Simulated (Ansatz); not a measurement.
Start from `[Br][Ag]` and change one element to get `[Cu][Br]`.

Ansatz, PBE0-D4/def2-TZVP geometries, multiplicity 1. 

Elements past krypton have def2 core potentials. Scalar relativity is left out up to krypton.

```json
{"property": "HOMO–LUMO gap (PBE/def2-TZVPP) / eV", "`[Br][Ag]`": "2.12"}
{"property": "zero-point energy (PBE0-D4/def2-TZVP) / kJ/mol", "`[Br][Ag]`": "1.4"}
{"property": "HOMO–LUMO gap (PBE0/def2-TZVPP) / eV", "`[Br][Ag]`": "4.07"}
{"property": "LUMO energy (ωB97M-V/def2-TZVPP) / eV", "`[Br][Ag]`": "-1.52"}
{"property": "LUMO energy (PBE0/def2-TZVPP) / eV", "`[Br][Ag]`": "-3.15"}
{"property": "size of the dipole moment (PBE/def2-TZVPP) / D", "`[Br][Ag]`": "4.63"}
```

(1) What does the change do to each property? (An estimate is asked.)

## Answers

(1) The calculation gave: 
```
                                      property  `[Cu][Br]`  shift
           HOMO–LUMO gap (PBE/def2-TZVPP) / eV        2.03  -0.09
zero-point energy (PBE0-D4/def2-TZVP) / kJ/mol         1.8    0.4
          HOMO–LUMO gap (PBE0/def2-TZVPP) / eV        4.30   0.23
         LUMO energy (ωB97M-V/def2-TZVPP) / eV       -1.27   0.25
            LUMO energy (PBE0/def2-TZVPP) / eV       -2.91   0.24
size of the dipole moment (PBE/def2-TZVPP) / D        4.20  -0.43
```

Dipoles are sizes alone; their direction can turn.

Spin–orbit coupling is left out; it splits and shifts lone-pair levels of the heavy atoms by tenths of an eV.
